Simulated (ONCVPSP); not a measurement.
**Building the ONCV potential for calcium (PW91, scalar-relativistic).**

| Quantity | Value |
| --- | --- |
| Element | calcium (Ca) |
| Generator | ONCVPSP 4.0.1 |
| Type | optimised norm-conserving Vanderbilt (ONCV) |
| Functional | PW91 |
| Relativity | scalar-relativistic |
| Frozen core | [Ne] |
| Valence charge | 10 |
| Reference configuration | 3s2 3p6 4s2 |
| Partial waves | 3s+4s: rc 1.85 bohr, ncon 3, nbas 6, qcut 6.1 1/bohr, 2 projectors; 3p: rc 1.55 bohr, ncon 4, nbas 7, qcut 6.9 1/bohr, 1 projector; d scattering state at 0.06 Ha: rc 1.50 bohr, ncon 3, nbas 7, qcut 5.7 1/bohr, 2 projectors, debl 3.7 Ha; f scattering state at 0.19 Ha: rc 1.50 bohr, ncon 3, nbas 6, qcut 8.4 1/bohr, 1 projector |
| Local potential | polynomial inside 1.40 bohr (lpopt 4, dvloc0 6 Ha) |
| Core correction | Teter function, fcfact 5, rcfact 1.3 |

In the d channel the program set the typed energies aside and used 0.050, 3.750 Ha.

All-electron outer shells of the reference configuration (PW91, scalar-relativistic, ld1.x):

```json
{"shell": "3s", "level (eV)": "-47.12", "outermost node (bohr)": "0.45", "outermost maximum (bohr)": "0.99"}
{"shell": "3p", "level (eV)": "-28.06", "outermost node (bohr)": "0.42", "outermost maximum (bohr)": "1.04"}
{"shell": "4s", "level (eV)": "-3.80", "outermost node (bohr)": "1.43", "outermost maximum (bohr)": "3.38"}
```

Problem. Estimate the cutoffs (Ha) at which the residual kinetic energy of the hardest occupied pseudo-wave falls to 1 and 0.1 mHa per electron.

Solution. 14 Ha and 17 Ha. The cutoffs count occupied waves only; projector 2 of the d channel, the hardest unoccupied one, needs 105 Ha at the loose tolerance.

Problem. Does the potential have ghost states?

Solution. No bound ghost flagged; no localised positive-energy state flagged.

Problem. Which valence shell sets the plane-wave cutoff?

Solution. 3p: 14 Ha for 1 mHa per electron, against 12 Ha for 3s.

Problem. Tests: 3s2 3p6 4s1; 3s2 3p6 4s0; 3s2 3p6 4s1.5; 3s2 3p6 3d0.5 4s1.5. Which has the largest error in its energy relative to the reference configuration, and how large is it?

Solution. 3s2 3p6 3d0.5 4s1.5, with +3.5 meV (all-electron minus pseudo) on +1.04 eV.
